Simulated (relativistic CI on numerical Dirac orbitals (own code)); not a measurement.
**Calculated levels, Pm12+**

Computed by Dirac-Coulomb-Breit CI, orbitals from a KLI potential per configuration, QED by a radiative potential, unscaled Slater integrals (own radial code, finite nucleus).

Configurations in the expansion (outside the closed core [Kr]): 4d¹⁰4f5s², 4d¹⁰4f³, 4d¹⁰4f²5s, 4d¹⁰5s²5p, 4d¹⁰4f5s5p, 4d¹⁰4f²5p, 4d¹⁰5s5p², 4d¹⁰4f5s5d, 4d¹⁰5s²5d, 4d¹⁰4f²5d, 4d¹⁰4f5s5f, 4d¹⁰4f5p5d, 4d⁹4f²5s², 4d¹⁰4f5p², 4d¹⁰5p³, 4d¹⁰5p²5d, 4d¹⁰4f5d², 4d¹⁰5p5d², 4d¹⁰5d³, 4d¹⁰5s5p5d, 4d¹⁰5p5d5f. Double excitations out of closed p, d and f shells are left out; levels of such configurations are missing from the list, as are those of other unlisted configurations, and high levels can miss mixing partners. Some configurations lack a partner that the ground configuration has and come out too high, among them 4d⁹4f²5s².

The lowest level is 4d¹⁰4f5s² ²F°5/2, with 98 % of that term; Hund's rules for 4d¹⁰4f5s² give ²F° with J = 5/2, in agreement.

```
No.  Configuration  Term     J  E (cm⁻¹)    %  Next component (%)  jj configuration (%)
  1      4d¹⁰4f5s²   ²F°   5/2       0.0   98     2 4d¹⁰4f5p² ²F°            4f5/2 (98)
  2      4d¹⁰4f5s²   ²F°   7/2    4922.1   98     2 4d¹⁰4f5p² ²F°            4f7/2 (98)
  3      4d¹⁰4f²5s    ⁴H   7/2   71669.6   98                2 ²G       4f5/2^2 5s (85)
  4      4d¹⁰4f²5s    ⁴H   9/2   73521.5   96                2 ²H   4f5/2 4f7/2 5s (50)
  5      4d¹⁰4f²5s    ⁴H  11/2   76108.2   98                2 ²H   4f5/2 4f7/2 5s (85)
  6      4d¹⁰4f²5s    ⁴H  13/2   79083.7  100                           4f7/2^2 5s (82)
  7      4d¹⁰4f²5s    ⁴F   3/2   81090.8   98                1 ²D       4f5/2^2 5s (66)
  8      4d¹⁰4f²5s    ⁴F   5/2   82255.3   98                1 ²F   4f5/2 4f7/2 5s (60)
  9      4d¹⁰4f²5s    ⁴F   7/2   83756.8   96                3 ²G   4f5/2 4f7/2 5s (93)
 10      4d¹⁰4f²5s    ⁴F   9/2   84195.5   47               28 ²H   4f5/2 4f7/2 5s (54)
 11      4d¹⁰4f²5s    ²H   9/2   85731.9   63               36 ⁴F   4f5/2 4f7/2 5s (77)
 12      4d¹⁰4f²5s    ²G   7/2   89458.7   87                8 ²F   4f5/2 4f7/2 5s (66)
 13      4d¹⁰4f²5s    ²H  11/2   90348.3   98                1 ⁴H       4f7/2^2 5s (66)
 14      4d¹⁰4f²5s    ²G   9/2   91411.2   76               17 ⁴F       4f7/2^2 5s (79)
 15      4d¹⁰4f²5s    ²F   5/2   94099.8   96                2 ²D   4f5/2 4f7/2 5s (64)
 16      4d¹⁰4f²5s    ²F   7/2   98136.5   91                7 ²G       4f7/2^2 5s (72)
 17      4d¹⁰4f²5s    ²D   5/2  107751.4   81               16 ⁴P   4f5/2 4f7/2 5s (50)
 18      4d¹⁰4f²5s    ²D   3/2  108213.2   92                5 ⁴P       4f7/2^2 5s (36)
 19      4d¹⁰5s²5p   ²P°   1/2  111000.0   98       1 4d¹⁰5p³ ²P°            5p1/2 (98)
 20      4d¹⁰4f²5s    ⁴P   1/2  112122.2   99                1 ²S       4f5/2^2 5s (47)
 21      4d¹⁰4f²5s    ⁴P   3/2  113273.7   95                4 ²D   4f5/2 4f7/2 5s (87)
 22      4d¹⁰4f²5s    ²I  13/2  114450.5  100                       4f5/2 4f7/2 5s (82)
 23      4d¹⁰4f²5s    ²I  11/2  114543.0   99                       4f5/2 4f7/2 5s (81)
 24      4d¹⁰4f²5s    ⁴P   5/2  115261.0   84               16 ²D       4f7/2^2 5s (73)
 25      4d¹⁰4f²5s    ²P   1/2  124217.8   99                       4f5/2 4f7/2 5s (70)
 26      4d¹⁰4f²5s    ²P   3/2  125967.9   97                2 ²D   4f5/2 4f7/2 5s (52)
 27     4d¹⁰4f5s5p    ⁴G   5/2  153311.2   54               25 ⁴F   4f5/2 5s 5p1/2 (96)
 28     4d¹⁰4f5s5p    ⁴F   7/2  158608.5   47               37 ⁴G   4f7/2 5s 5p1/2 (73)
 29     4d¹⁰4f5s5p    ⁴F   3/2  161137.6   80               11 ²D   4f5/2 5s 5p1/2 (82)
 30      4d¹⁰5s²5p   ²P°   3/2  162312.9   98       1 4d¹⁰5p³ ²P°            5p3/2 (98)
 31      4d¹⁰4f²5s    ²S   1/2  163514.2   98      1 4d¹⁰5s5p² ²S       4f7/2^2 5s (66)
 32     4d¹⁰4f5s5p    ²F   7/2  163886.4   49               19 ⁴D   4f5/2 5s 5p1/2 (62)
 33     4d¹⁰4f5s5p    ⁴F   5/2  164511.0   41               22 ²F   4f7/2 5s 5p1/2 (44)
 34     4d¹⁰4f5s5p    ⁴F   9/2  167676.3   51               37 ⁴G   4f7/2 5s 5p1/2 (84)
 35     4d¹⁰4f5s5p    ²F   5/2  173644.7   46               31 ²D   4f5/2 5s 5p1/2 (47)
 36        4d¹⁰4f³   ⁴I°   9/2  174585.8   98               2 ²H°          4f5/2^3 (60)
 37        4d¹⁰4f³   ⁴I°  11/2  177161.7   99               1 ²H°    4f5/2^2 4f7/2 (86)
 38     4d¹⁰4f5s5p    ²G   7/2  177883.0   46               19 ⁴D   4f7/2 5s 5p1/2 (86)
 39        4d¹⁰4f³   ⁴I°  13/2  179919.5  100                        4f5/2 4f7/2^2 (82)
 40        4d¹⁰4f³   ⁴I°  15/2  182799.4   99               1 ²K°          4f7/2^3 (52)
 41        4d¹⁰4f³   ⁴F°   3/2  194815.1   95               4 ²D°    4f5/2^2 4f7/2 (41)
 42        4d¹⁰4f³   ²H°   9/2  194831.8   76              15 ²G°    4f5/2^2 4f7/2 (41)
 43        4d¹⁰4f³   ⁴F°   5/2  196206.2   98               2 ²D°    4f5/2^2 4f7/2 (71)
 44        4d¹⁰4f³   ⁴S°   3/2  197276.1   95               4 ²P°    4f5/2^2 4f7/2 (53)
 45        4d¹⁰4f³   ⁴F°   7/2  197463.4   92               8 ²G°    4f5/2^2 4f7/2 (56)
 46        4d¹⁰4f³   ⁴F°   9/2  198944.8   81              12 ²H°    4f5/2 4f7/2^2 (79)
 47        4d¹⁰4f³   ²H°  11/2  199253.5   96               3 ⁴G°    4f5/2 4f7/2^2 (65)
 48     4d¹⁰4f5s5p    ⁴F   7/2  202474.3   37               27 ⁴G   4f5/2 5s 5p3/2 (89)
 49        4d¹⁰4f³   ²G°   7/2  202873.0   82              10 ⁴G°    4f5/2^2 4f7/2 (53)
 50     4d¹⁰4f5s5p    ⁴G   9/2  203792.1   57               42 ⁴F   4f7/2 5s 5p3/2 (61)
 51        4d¹⁰4f³   ⁴G°   5/2  205124.1   99               1 ²F°    4f5/2^2 4f7/2 (42)
 52        4d¹⁰4f³   ²K°  13/2  205435.1   99               1 ²I°    4f5/2^2 4f7/2 (67)
 53     4d¹⁰4f5s5p    ⁴D   5/2  205773.9   41               31 ⁴F   4f5/2 5s 5p3/2 (93)
 54        4d¹⁰4f³   ²G°   9/2  206558.2   61              18 ⁴G°          4f7/2^3 (60)
 55        4d¹⁰4f³   ⁴G°   7/2  207159.6   90              10 ²G°    4f5/2^2 4f7/2 (60)
 56        4d¹⁰4f³   ²K°  15/2  208326.6   96               3 ²L°    4f5/2^2 4f7/2 (43)
 57        4d¹⁰4f³   ⁴G°   9/2  209245.1   81              17 ²G°    4f5/2 4f7/2^2 (60)
 58        4d¹⁰4f³   ²D°   3/2  210019.2   48              45 ²P°    4f5/2 4f7/2^2 (51)
 59     4d¹⁰4f5s5p    ⁴G  11/2  210446.6  100                      4f7/2 5s 5p3/2 (100)
 60     4d¹⁰4f5s5p    ⁴D   3/2  210816.2   80               14 ⁴F   4f5/2 5s 5p3/2 (95)
 61        4d¹⁰4f³   ⁴G°  11/2  210935.9   96               4 ²H°    4f5/2 4f7/2^2 (45)
 62     4d¹⁰4f5s5p    ²F   7/2  211632.7   34               30 ⁴D   4f7/2 5s 5p3/2 (91)
 63        4d¹⁰4f³   ²P°   1/2  212918.4   97               2 ⁴D°    4f5/2 4f7/2^2 (56)
 64        4d¹⁰4f³   ²D°   5/2  213438.6   98               2 ⁴F°    4f5/2 4f7/2^2 (70)
 65     4d¹⁰4f5s5p    ⁴D   1/2  213832.5  100                      4f5/2 5s 5p3/2 (100)
 66        4d¹⁰4f³   ²P°   3/2  217231.6   49              48 ²D°          4f7/2^3 (79)
 67     4d¹⁰4f5s5p    ²D   5/2  218187.4   42               31 ⁴D   4f7/2 5s 5p3/2 (92)
 68     4d¹⁰4f5s5p    ²G   9/2  220836.2   93                5 ⁴F   4f5/2 5s 5p3/2 (61)
 69        4d¹⁰4f³   ²I°  11/2  223010.1   90              10 ²H°    4f5/2^2 4f7/2 (69)
 70        4d¹⁰4f³   ²L°  15/2  224140.1   97               3 ²K°    4f5/2^2 4f7/2 (50)
```

Energies count from the lowest computed level; ° marks odd parity. Filled j subshells are mostly left out of the jj labels.

The mean weight of the leading LS term, summed over parents, in these 70 levels is 83 %, and that of the leading jj configuration (from the same eigenvectors) 70 %, so LS coupling describes them better.

At this charge transitions that keep the count of f electrons are usually good to a few per cent. Terms inside the open d or f shell come out 10 to 20 % too wide with unscaled integrals. Levels and lines within the n = 5 or 6 shells can be off by up to 10 % or somewhat more, and those that change n by about 2 %, since core polarisation is missing. Levels that differ in their count of f electrons can be misplaced by several ten thousand cm⁻¹, since the correlation energy of f electrons is missing or only estimated; rates across such gaps can be off by orders of magnitude.

LS names give the leading component of a level, which can be under half, so a name can repeat, a term be missing and a line seem to break the LS rules.
